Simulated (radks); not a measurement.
Excited configurations of Ta3+: one electron is placed in a higher orbital outside [Xe] 4f14 5d1. The ground configuration is [Xe] 4f14 5d2. All-electron calculation, scalar-relativistic Kohn-Sham, PBE, spin-polarised, spherical densities, point nucleus; open shells are filled with parallel spins first (spin-orbit coupling, left out, can overturn this in heavy ions). Program: a radial shooting solver on a logarithmic mesh with Libxc functionals. Excitation = E - E(ground); binding = E(ion) - E, where the ion is the core of charge +4; n* = 4/sqrt(2 binding) in atomic units, and the quantum defect is n - n*.

\begin{tabular}{lrrrr}
outer orbital & excitation (eV) & binding (eV) & n* & eigenvalue (eV) \\ \hline
5f & 20.915 & 14.722 & 3.845 & -12.257 \\
6s & 2.474 & 33.162 & 2.562 & -29.294 \\
6d & 18.751 & 16.886 & 3.591 & -14.813 \\
7s & 18.485 & 17.151 & 3.563 & -15.410 \\
7p & 21.310 & 14.327 & 3.898 & -12.799 \\
7d & 25.119 & 10.517 & 4.550 & -9.315 \\
\end{tabular}

The Delta-SCF ionisation energy is 35.637 eV (NIST Atomic Spectra Database: 35 eV, theoretical). Self-interaction in the functional shifts the binding energies and quantum defects, so they are the method's values and not measured ones. Open shells are spherical and high-spin; term and fine-structure splittings are not resolved. Spin-orbit splitting is averaged out at the scalar-relativistic level.
